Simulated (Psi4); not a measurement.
Al₂ (SMILES [Al][Al]), triplet, at a GFN2-xTB geometry (such geometries of metal compounds can be far from the true shape), atoms displaced at random by about 0.03 Å a coordinate; Psi4 with TPSS/STO-3G, gradient.

The Psi4 input:
```
memory 2 GB

molecule mol {
0 3
Al    0.033028   -0.061726   -1.276988
Al   -0.011417   -0.000763    1.220287
symmetry c1
no_reorient
no_com
}

set {
  basis sto-3g
  reference uks
}

gradient('tpss')
print_variables()
```

What the program printed (banner, timings and long lists left out):

```
gradient() will perform analytic gradient computation.

   => Loading Basis Set <=

    Name: STO-3G
    Role: ORBITAL
    Keyword: BASIS

         ---------------------------------------------------------
                                   SCF
               by Justin Turney, Rob Parrish, Andy Simmonett
                          and Daniel G. A. Smith
                              UKS Reference
         ---------------------------------------------------------

  ==> Geometry <==

    Molecular point group: c1
    Full point group: C1

    Geometry (in Angstrom), charge = 0, multiplicity = 3:

       Center              X                  Y                   Z               Mass
    ------------   -----------------  -----------------  -----------------  -----------------
         AL           0.033028000000    -0.061726000000    -1.276988000000    26.981538530000
         AL          -0.011417000000    -0.000763000000     1.220287000000    26.981538530000

  Running in c1 symmetry.

  Rotational constants: A =    300.91924  B =      0.20007  C =      0.19994 [cm^-1]
  Rotational constants: A = 9021331.78098  B =   5998.08572  C =   5994.10038 [MHz]
  Nuclear repulsion =   35.795082811222727

  Charge       = 0
  Multiplicity = 3
  Electrons    = 26
  Nalpha       = 14
  Nbeta        = 12

  ==> Algorithm <==

  SCF Algorithm Type is DF.
  DIIS enabled.
  MOM disabled.
  Fractional occupation disabled.
  Guess Type is SAD.
  Energy threshold   = 1.00e-08
  Density threshold  = 1.00e-08
  Integral threshold = 1.00e-12

  ==> Primary Basis <==

  Basis Set: STO-3G
    Blend: STO-3G
    Number of shells: 10
    Number of basis functions: 18
    Number of Cartesian functions: 18
    Spherical Harmonics?: true
    Max angular momentum: 1

  ==> DFT Potential <==

   => LibXC <=

    Version 7.1.2
    S. Lehtola, C. Steigemann, M. J. T. Oliveira, and M. A. L. Marques,  SoftwareX 7, 1–5 (2018) (10.1016/j.softx.2017.11.002)

   => Composite Functional: TPSS <=

    TPSS Meta-GGA XC Functional

    J. Tao, et al., Phys. Rev. Lett., 91, 146401, 2003

    Deriv               =              1
    GGA                 =           TRUE
    Meta                =           TRUE

    Exchange Hybrid     =          FALSE
    MP2 Hybrid          =          FALSE

   => Exchange Functionals <=

    1.0000   XC_MGGA_X_TPSS

   => Correlation Functionals <=

    1.0000   XC_MGGA_C_TPSS

   => LibXC Density Thresholds  <==

    XC_MGGA_C_TPSS:  1.00E-15
    XC_MGGA_X_TPSS:  1.00E-15

   => Molecular Quadrature <=

    Radial Scheme          =       TREUTLER
    Pruning Scheme         =           NONE
    Nuclear Scheme         =       TREUTLER

    Blocking Scheme        =         OCTREE
    BS radius alpha        =              1
    Pruning alpha          =              1
    Radial Points          =             75
    Spherical Points       =            302
    Total Points           =          38478
    Total Blocks           =            356
    Max Points             =            250
    Max Functions          =             17
    Weights Tolerance      =       1.00E-15

   => Loading Basis Set <=

    Name: (STO-3G AUX)
    Role: JKFIT
    Keyword: DF_BASIS_SCF

  ==> Integral Setup <==

  SCF_SUBTYPE=INCORE selected. In-core MEM_DF algorithm will be used.
  Using in-core AOs.

  ==> MemDFJK: Density-Fitted J/K Matrices <==

    J tasked:                   Yes
    K tasked:                    No
    wK tasked:                   No
    Algorithm:                 Core
    Schwarz Cutoff:           1E-12
    Mask sparsity (%):       5.5556
    Fitting Condition:        1E-10

   => Auxiliary Basis Set <=

  Basis Set: (STO-3G AUX)
    Blend: DEF2-UNIVERSAL-JKFIT
    Number of shells: 76
    Number of basis functions: 256
    Number of Cartesian functions: 310
    Spherical Harmonics?: true
    Max angular momentum: 4

  Minimum eigenvalue in the overlap matrix is 4.1688832013E-01.
  Reciprocal condition number of the overlap matrix is 2.5228380481E-01.
    Using symmetric orthogonalization.

  ==> Pre-Iterations <==

  SCF Guess: Superposition of Atomic Densities via on-the-fly atomic UHF (no occupation information).

   -------------------------
    Irrep   Nso     Nmo
   -------------------------
     A         18      18
   -------------------------
    Total      18      18
   -------------------------

  ==> Iterations <==

                           Total Energy        Delta E     RMS |[F,P]|

   @DF-UKS iter SAD:  -477.91009816369376   -4.77910e+02   0.00000e+00
   @DF-UKS iter   1:  -478.76882695873235   -8.58729e-01   2.15938e-03 DIIS/ADIIS
   @DF-UKS iter   2:  -478.77014809794963   -1.32114e-03   6.50946e-04 DIIS/ADIIS
   @DF-UKS iter   3:  -478.77029540715097   -1.47309e-04   4.78139e-05 DIIS
   @DF-UKS iter   4:  -478.77029702988983   -1.62274e-06   1.10325e-05 DIIS
   @DF-UKS iter   5:  -478.77029708710450   -5.72147e-08   4.70733e-07 DIIS
   @DF-UKS iter   6:  -478.77029708723342   -1.28921e-10   2.52438e-08 DIIS
   @DF-UKS iter   7:  -478.77029708726002   -2.66027e-11   2.49780e-08 DIIS
   @DF-UKS iter   8:  -478.77029708728895   -2.89333e-11   2.49836e-08 DIIS
   @DF-UKS iter   9:  -478.77029708730277   -1.38130e-11   2.49689e-08 DIIS
   @DF-UKS iter  10:  -478.77029710702101   -1.97182e-08   2.54102e-07 DIIS
   @DF-UKS iter  11:  -478.77029711560306   -8.58205e-09   7.25767e-07 DIIS
   @DF-UKS iter  12:  -478.77029709571906    1.98840e-08   4.00610e-08 DIIS
   @DF-UKS iter  13:  -478.77029711950297   -2.37839e-08   1.93168e-06 DIIS
   @DF-UKS iter  14:  -478.77029711946204    4.09273e-11   2.00401e-06 DIIS
   @DF-UKS iter  15:  -478.77029711944488    1.71667e-11   2.03186e-06 DIIS
   @DF-UKS iter  16:  -478.77029711942555    1.93268e-11   2.06496e-06 DIIS
   @DF-UKS iter  17:  -478.77029711922626    1.99293e-10   2.36524e-06 DIIS
   @DF-UKS iter  18:  -478.77029712005759   -8.31335e-10   1.24012e-07 DIIS
   @DF-UKS iter  19:  -478.77029712005969   -2.10321e-12   2.62996e-08 DIIS
   @DF-UKS iter  20:  -478.77029712005969    0.00000e+00   2.87756e-09 DIIS
  Energy and wave function converged.

  ==> Post-Iterations <==

   Electrons on quadrature grid:
      Nalpha   =   14.0000023575 ; deviation = 2.358e-06
      Nbeta    =   12.0000022833 ; deviation = 2.283e-06
      Ntotal   =   26.0000046408 ; deviation = 4.641e-06

   @Spin Contamination Metric:   1.011915630E-03
   @S^2 Expected:                2.000000000E+00
   @S^2 Observed:                2.001011916E+00
   @S   Expected:                1.000000000E+00
   @S   Observed:                1.000000000E+00

    Orbital Energies [Eh]
    ---------------------

    Alpha Occupied:

[...]
    Alpha Virtual:

[...]
      18A      0.427157

    Beta Occupied:

[...]
    Beta Virtual:

[...]
    Final Occupation by Irrep:
              A
    DOCC [    12 ]
    SOCC [     2 ]
    NA   [    14 ]
    NB   [    12 ]

  @DF-UKS Final Energy:  -478.77029712005969

   => Energetics <=

    Nuclear Repulsion Energy =             35.7950828112227271
    One-Electron Energy =                -744.4086158317279569
    Two-Electron Energy =                 267.3226549844981719
    DFT Exchange-Correlation Energy =     -37.4794190840526937
    Empirical Dispersion Energy =           0.0000000000000000
    VV10 Nonlocal Energy =                  0.0000000000000000
    Total Energy =                       -478.7702971200596949

  UHF NO Occupations:
  HONO-2 :   12  A 1.9994993
  HONO-1 :   13  A 1.0000000
  HONO-0 :   14  A 1.0000000
  LUNO+0 :   15  A 0.0005007
  LUNO+1 :   16  A 0.0000040
  LUNO+2 :   17  A 0.0000007
  LUNO+3 :   18  A 0.0000007

Computation Completed

Properties will be evaluated at   0.000000,   0.000000,   0.000000 [a0]

Properties computed using the SCF density matrix

 Multipole Moments:

 ------------------------------------------------------------------------------------
     Multipole            Electronic (a.u.)      Nuclear  (a.u.)        Total (a.u.)
 ------------------------------------------------------------------------------------

 L = 1.  Multiply by 2.5417464519 to convert [e a0] to [Debye]
 Dipole X            :         -0.5309053            0.5309053           -0.0000000
 Dipole Y            :          1.5351322           -1.5351322           -0.0000000
 Dipole Z            :          1.3929417           -1.3929417            0.0000000
 Magnitude           :                                                    0.0000000

 ------------------------------------------------------------------------------------

         ------------------------------------------------------------
                                   SCF GRAD
                          Rob Parrish, Justin Turney,
                       Andy Simmonett, and Alex Sokolov
         ------------------------------------------------------------

  ==> Geometry <==

    Molecular point group: c1
    Full point group: C1

    Geometry (in Angstrom), charge = 0, multiplicity = 3:

       Center              X                  Y                   Z               Mass
    ------------   -----------------  -----------------  -----------------  -----------------
         AL           0.033028000000    -0.061726000000    -1.276988000000    26.981538530000
         AL          -0.011417000000    -0.000763000000     1.220287000000    26.981538530000

  Nuclear repulsion =   35.795082811222727

  ==> Basis Set <==

  Basis Set: STO-3G
    Blend: STO-3G
    Number of shells: 10
    Number of basis functions: 18
    Number of Cartesian functions: 18
    Spherical Harmonics?: true
    Max angular momentum: 1

  ==> DFJKGrad: Density-Fitted SCF Gradients <==

    Gradient:                    1
    J tasked:                  Yes
    K tasked:                   No
    wK tasked:                  No
    Integrals threads:           1
    Schwarz Cutoff:          1E-12
    Fitting Condition:       1E-10

   => Auxiliary Basis Set <=

  Basis Set: (STO-3G AUX)
    Blend: DEF2-UNIVERSAL-JKFIT
    Number of shells: 76
    Number of basis functions: 256
    Number of Cartesian functions: 310
    Spherical Harmonics?: true
    Max angular momentum: 4

  ==> DFT Potential <==

   => LibXC <=

    Version 7.1.2
    S. Lehtola, C. Steigemann, M. J. T. Oliveira, and M. A. L. Marques,  SoftwareX 7, 1–5 (2018) (10.1016/j.softx.2017.11.002)

   => Composite Functional: TPSS <=

    TPSS Meta-GGA XC Functional

    J. Tao, et al., Phys. Rev. Lett., 91, 146401, 2003

    Deriv               =              1
    GGA                 =           TRUE
    Meta                =           TRUE

    Exchange Hybrid     =          FALSE
    MP2 Hybrid          =          FALSE

   => Exchange Functionals <=

    1.0000   XC_MGGA_X_TPSS

   => Correlation Functionals <=

    1.0000   XC_MGGA_C_TPSS

   => LibXC Density Thresholds  <==

    XC_MGGA_C_TPSS:  1.00E-15
    XC_MGGA_X_TPSS:  1.00E-15

   => Molecular Quadrature <=

    Radial Scheme          =       TREUTLER
    Pruning Scheme         =           NONE
    Nuclear Scheme         =       TREUTLER

    Blocking Scheme        =         OCTREE
    BS radius alpha        =              1
    Pruning alpha          =              1
    Radial Points          =             75
    Spherical Points       =            302
    Total Points           =          38478
    Total Blocks           =            356
    Max Points             =            250
    Max Functions          =             17
    Weights Tolerance      =       1.00E-15

  -Total Gradient:
     Atom            X                  Y                   Z
    ------   -----------------  -----------------  -----------------
       1        0.000333748989    -0.000457786919    -0.018752683250
       2       -0.000333748989     0.000457786919     0.018752683252

  Variable Map:
  ----------------------------------------------------------------------------
[...]
  Array Variable Map:
  ----------------------------------------------------------------------------
[...]
[...]
```
